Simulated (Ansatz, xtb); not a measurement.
# C4H10Se: which of two isomers lies lower

We compare a, `CC[C@H](C)[SeH]`, a singlet, with b, `CC(C)C[SeH]`, a singlet. Both are isolated molecules in the gas phase, relaxed with PBE-D3(BJ)/def2-SVP; each stands in its lowest conformer found.

Quicker runs give these differences E(b) − E(a): GFN2-xTB −0.54 kcal/mol; HF/STO-3G −0.08 kcal/mol (at GFN2-xTB geometries); r2SCAN-D4/def2-SVP +0.14 kcal/mol (at GFN2-xTB geometries).

Q: Estimate E(b) − E(a) at the level CCSD(T)/def2-SVP + ΔMP2/def2-TZVPP.

A: Too close to call at this level: CCSD(T)/def2-SVP + ΔMP2/def2-TZVPP gives E(b) − E(a) = −0.04 kcal/mol.

The same difference at several levels:

| level | geometry | E(b) − E(a) (kcal/mol) | departure from the last row (kcal/mol) | job, with rough time for the two |
| --- | --- | --- | --- | --- |
| GFN2-xTB | GFN2-xTB | −0.54 | −0.50 | optimisation, 0.1 s |
| HF/STO-3G | GFN2-xTB | −0.08 | −0.04 | single point, 0.32 s |
| r2SCAN-D4/def2-SVP | GFN2-xTB | +0.14 | +0.18 | single point, 2.9 s |
| PBE-D3(BJ)/def2-SVP | PBE-D3(BJ)/def2-SVP | +0.35 | +0.39 | optimisation, 13 s |
| HF/def2-SVP | PBE-D3(BJ)/def2-SVP | +0.23 | +0.27 | part of the CCSD(T) run |
| MP2/def2-SVP | PBE-D3(BJ)/def2-SVP | +0.23 | +0.27 | part of the CCSD(T) run |
| CCSD(T)/def2-SVP | PBE-D3(BJ)/def2-SVP | +0.17 | +0.21 | single point |
| CCSD(T)/def2-SVP + ΔMP2/def2-TZVPP | PBE-D3(BJ)/def2-SVP | −0.04 |  | single point, 46 s |

As drawn, both hold the same kinds of bond in the same numbers.

The largest departure from CCSD(T)/def2-SVP + ΔMP2/def2-TZVPP is that of GFN2-xTB, 0.50 kcal/mol. The last row adds to CCSD(T) the change of the MP2 difference between the two basis sets, here −0.21 kcal/mol.

With thermal terms from frequencies at re-optimised GFN2-xTB minima (ideal gas, soft modes damped towards free rotors, one conformer each, 298.15 K, 1 atm): the zero-point term adds +0.07 kcal/mol; ΔH is −0.10 and ΔG +0.19 kcal/mol.

The correlated steps freeze 13 core orbitals; the filled d shell of Se is correlated, in a basis made for valence electrons. Mirror images aren't counted in ΔG. Codes used: Ansatz 0.2.0, xtb 6.7.1; the last row on 4 threads of Arm Neoverse V2 on a shared host.
